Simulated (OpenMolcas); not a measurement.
**Predicting a hybrid from its neighbours: C2H5NSi**

C2H5NSi has 9 atoms, charge 0, and is taken as a singlet. SMILES: `C[SiH2]C#N`. The coordinates come from a PBE0-D4/def2-TZVP relaxation.

The vertical ionisation energy (to the doublet cation) y, in eV, basis cc-pVDZ; a is the functional's share of exact exchange. Programs: OpenMolcas 26.06.

| functional | program | a | y (eV) |
| --- | --- | --- | --- |
| PBE | OpenMolcas | 0 | 11.16 |
| r2SCAN | OpenMolcas | 0 | 11.36 |
| B3LYP | OpenMolcas | 0.2 | 11.47 |
| PBE0 | OpenMolcas | 0.25 | ? |
| BHLYP | OpenMolcas | 0.5 | 11.71 |

Q: Fit y = c + s·a to the known rows and predict PBE0.

A: 
1. Means of the 4 rows: a = 0.1750, y = 11.425.
2. Σ(Δa)² = 0.1675, Σ(Δa·Δy) = 0.1515, so the slope is 0.1515/0.1675 = 0.90448.
3. Intercept: 11.425 − (0.90448) × 0.1750 = 11.267. The largest residual of the fit is 0.11.
4. PBE0: 11.267 + (0.90448) × 0.25 = 11.49 eV.

The run gave 11.54 eV, so the prediction is off by -0.05 eV, within the largest residual. The rows mix families of semi-local functionals, which the line can't see.
